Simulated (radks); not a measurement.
The numbers below are computed, except where a source is named.
Ionisation of W3+, [Xe] 4f14 5d3, to W4+, [Xe] 4f14 5d2, under several functionals. Dirac Kohn-Sham, spin-unpolarised, spherical densities, finite nucleus; open shells fill j = l - 1/2 first; a radial shooting solver on a logarithmic mesh with Libxc functionals.

functional  E(W3+) (hartree)  Exc (hartree)  IE (eV)  -e(HOMO) (eV)  <r> HOMO (bohr)  IE error (eV)
HCTH/407         -16171.0166      -334.1074   37.946         31.733            1.722         -0.254
OLYP             -16167.3755      -330.3078   37.589         31.375            1.728         -0.611
PBE              -16161.5523      -324.2660   37.607         31.430            1.736         -0.593
AM05             -16152.4662      -315.1014   37.622         31.444            1.729         -0.578
XLYP             -16163.4538      -326.1697   37.598         31.419            1.748         -0.602

NIST Atomic Spectra Database: 38.2 eV (semi-empirical). Closest: HCTH/407. The Delta-SCF values span 0.36 eV, the total energies 18.55 hartree. The highest occupied level is 5d3/2. Spin polarisation and multiplet splitting are left out, so open shells lie too high by an amount that depends on their filling.

Beside tabulated values, note that spin-unpolarised runs miss the spin-polarisation part of the exchange energy of open shells.
